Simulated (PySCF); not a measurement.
Delta-SCF ions had no search for a lower state. Excitations are Tamm–Dancoff values on a coarser integration grid. The basis has no diffuse functions, so Rydberg states are missing or too high.

**CH5InS2, SMILES `[CH3][In]([SH])[SH]` (S–In–S–H torsion 180°, S–In–S–H torsion 0°) (charge 0, multiplicity 1)**

Computed with PBE0-D4/def2-TZVP run with PySCF.

```yaml
HOMO: -7.23 eV
dipole_moment: 2.45 D
HOMO–LUMO gap: 6.20 eV
LUMO: -1.03 eV
S1 excitation (TDA): 4.96 eV
S1 oscillator strength: 0.000
brightest of the four lowest singlets (TDA): 5.47 eV
T1 excitation (TDA): 4.64 eV
S1–T1 gap (TDA): 0.33 eV
vertical ionisation energy (Delta-SCF): 9.09 eV
total_energy: -1027.4243 Ha
cost: roughly 2.4 core-minutes
```

```xyz
9

C      1.6383     0.3477    -0.4126
In    -0.4005    -0.2930    -0.4570
S     -2.2759     1.1617    -0.1663
S     -1.0449    -2.5653    -0.7996
H      1.8747     0.7327     0.5799
H      2.2985    -0.4870    -0.6441
H      1.7861     1.1435    -1.1431
H     -1.5172     2.2599    -0.0136
H     -2.3592    -2.3002    -0.7181
```
Charge 0, spin multiplicity 1.
